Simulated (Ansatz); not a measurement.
Relaxation of CH6BrGa (9 atoms, charge 0, multiplicity 1), to a largest force component of 0.03 eV/Å in at most 50 steps.

Theory: RKS B3LYP-D4/def2-SVP in Ansatz 0.2.0.

```xyz
9
Properties=species:S:1:pos:R:3
Ga -0.855 -0.654 -1.495
Br 0.993 0.447 -2.549
H -0.587 -2.165 -1.211
H -2.099 0.240 -1.215
H 0.830 0.570 0.259
C 0.503 0.425 1.287
H -0.259 1.173 1.545
H 1.377 0.550 1.943
H 0.096 -0.587 1.436
```

Where does it end, and by what steps?

The run converged. After 6 steps the energy has fallen by 0.071 eV; Br2 moved furthest, 0.36 Å.

```
step  energy less start (eV)  largest force component (eV/Å)  accepted
   0                  0.0000                           0.679       yes
   1                 -0.0535                           0.118       yes
   2                 -0.0595                           0.102       yes
   3                 -0.0638                           0.262       yes
   4                 -0.0687                           0.095       yes
   5                 -0.0699                           0.069       yes
   6                 -0.0707                           0.012       yes
```

```xyz
9
Properties=species:S:1:pos:R:3
Ga -0.783 -0.623 -1.453
Br 0.821 0.321 -2.840
H -0.549 -2.123 -1.091
H -1.983 0.307 -1.093
H 1.023 0.749 0.381
C 0.495 0.426 1.290
H -0.350 1.099 1.490
H 1.197 0.450 2.135
H 0.130 -0.608 1.181
```

Whether the end is a true minimum wasn't checked by a vibrational analysis.

Run time: 21 s on 2 threads of Arm Neoverse V2, on a shared host, peak memory 0.26 GiB.
